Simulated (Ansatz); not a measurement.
Program: Ansatz. Geometries: PBE0-D4/def2-TZVP. ΔE: electronic, gas phase. CBS: MP2 limit from def2 TZ/QZ plus the TZ coupled-cluster correction, frozen cores. This one scheme is used for every species. Functionals use def2-TZVPP. B3LYP here is the variant with VWN-RPA as its local correlation; programs differ in this. One conformer a species, not always the lowest.

Reaction (formal exchange of groups at the Si–S bond): `FC([SiH3])[SiH2]S` + SiH₄ → `FC([SiH3])[SiH2][SiH3]` + H₂S

Problem. Is it downhill or uphill in electronic energy at CCSD(T)/CBS, and by how much? (Best estimate.)

Solution. The calculation gave: Uphill: ΔE = +0.63 eV.

Problem. What do these levels give: B3LYP-D4, B2PLYP, PBE, HF/def2-TZVPP, MP2/def2-TZVPP, HF/CBS(def2)? (Estimate.)

Solution. Ansatz gave: B3LYP-D4 0.61, B2PLYP 0.67, PBE 0.54, HF/def2-TZVPP 0.74, MP2/def2-TZVPP 0.71, HF/CBS(def2) 0.74 eV.

Largest T1 diagnostic among the species: 0.013.

From PBE to PBE0 (25 % exact exchange), in def2-TZVPP and without D4, ΔE moves by +0.03 eV.
